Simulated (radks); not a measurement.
All-electron atom: Ar II in [Ne] 3s2 3p5.

Method: scalar-relativistic Kohn-Sham, PBEsol, spin-unpolarised, spherical densities, finite nucleus; Fermi nuclear charge, rms radius 3.4274 fm; computed with a radial shooting solver on a logarithmic mesh with Libxc functionals.

Energy parts (eV):
| part | energy |
|---|---|
| total | -14364.750 |
| kinetic | 14438.080 |
| electron-nucleus | -34082.781 |
| Hartree | 6086.572 |
| exchange-correlation | -806.622 |

Orbitals (lengths in bohr, moments of r in powers of bohr; r(max) is where P^2 peaks; r(90%) holds 90 % of the orbital's charge):
orbital  occ.  eigenvalue (eV)  r(90%)   <1/r>   r(max)     <r^2>
1s          2        -3129.748   0.153   17.68  0.05612  0.009907
2s          2        -310.3271   0.647   3.549   0.3389    0.2039
2p          6        -243.5710   0.624   3.452   0.2809    0.1765
3s          2         -36.5976    2.06   1.014    1.164     2.169
3p          5         -22.0690    2.41  0.8786    1.262     2.853

The highest occupied level is 3p at -22.069 eV. The density falls to 0.001 e/bohr^3 at r = 3.43 bohr. The electron density at the nucleus is 4342 e/bohr^3 (large components only). For comparison, the ionisation energy in NIST's Atomic Spectra Database is 27.630 eV (measured). In exact Kohn-Sham theory the highest level is minus the ionisation energy, but local and semilocal functionals leave it too shallow, through self-interaction and a potential that decays too fast; potentials with the right tail come closer.

Beside tabulated values, note that spin-unpolarised runs miss the spin-polarisation part of the exchange energy of open shells.
